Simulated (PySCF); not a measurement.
Bonds: Si1-O2 1.648 Å, Si1-O4 1.648 Å, Si1-O6 1.648 Å, Si1-O8 1.647 Å. O2 carries H3; O4 carries H5; O6 carries H7; O8 carries H9.

Geometry: PBE0-D3(BJ)/def2-SVP; GIAO shifts from PySCF, gas phase, non-relativistic, averaged over equivalent atoms.

At KT2/pcSseg-1 (112 basis functions, 25 s wall time on 1 thread of an Intel Xeon, shared host):
```tsv
atoms	δ (ppm)
Si1	-58.1
O2/O4/O6/O8	48.9
H3/H5/H7/H9	1.56
```

References, each an isolated molecule treated in the same way: $^{29}$Si (σ = 361.05 ppm) and $^{1}$H (σ = 31.18 ppm) vs TMS; $^{17}$O (σ = 330.66 ppm) against H2O.

Q: Predict the values at PBE0/pcSseg-1 on the same geometry.

A: 
```tsv
atoms	δ at PBE0/pcSseg-1	change
Si1	-62.8	-4.7
O2/O4/O6/O8	46.7	-2.2
H3/H5/H7/H9	1.75	+0.19
```

Referencing at the same level of theory: TMS for $^{29}$Si (σref 351.99), $^{1}$H (σref 31.27); $^{17}$O (σref 334.56) against H2O.

The largest change is at Si1 (silicon bonded to 4 O). Cost: 112 basis functions, 27 s wall time on 1 thread of an Intel Xeon, shared host.

Experimental scales use liquid or dissolved standards, which lie at an offset from isolated H2O (liquid H2O: subtract about 36 ppm).
